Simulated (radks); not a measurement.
The numbers below are computed, except where a source is named.
Valence configurations of Hg II (all share [Xe]). Level of theory: non-relativistic Kohn-Sham, TPSS, spin-unpolarised, spherical densities, point nucleus; meta-GGA in the generalised Kohn-Sham scheme; relativity is left out, which matters for an element this heavy (a radial shooting solver on a logarithmic mesh with Libxc functionals). Energies are relative to 4f14 5d10 6s1; eigenvalues in eV.

valence	E (eV)	e(4f)	e(5d)	e(6p)	e(6s)
4f14 5d10 6s1	0.000	-119.41	-20.374	-	-11.925
4f14 5d10 6s0.5 6p0.5	2.510	-120.12	-21.056	-7.274	-12.335
4f14 5d10 6p1	5.059	-120.81	-21.715	-7.603	-
4f14 5d9.5 6s1 6p0.5	7.116	-122.53	-22.821	-7.794	-13.114
4f14 5d9 6s2	9.452	-124.32	-23.962	-	-13.498
4f14 5d9 6s1.5 6p0.5	12.220	-124.99	-24.595	-8.318	-13.885
4f14 5d9 6s1 6p1	15.018	-125.64	-25.211	-8.635	-14.260
4f14 5d8.5 6s1.5 6p1	20.749	-128.12	-26.974	-9.136	-14.997
4f13.5 5d10 6s1 6p0.5	58.383	-128.90	-23.532	-7.810	-13.160
4f13 5d10 6s1 6p1	121.12	-138.56	-26.734	-8.683	-14.377

NIST lists [Xe] 4f14 5d10 6s1 as the ground configuration; this level of theory agrees among the configurations tried. The energies are those of spherical spin-averaged densities, not of single terms. Relativity is left out, which favours d and f over s occupation in heavy atoms.
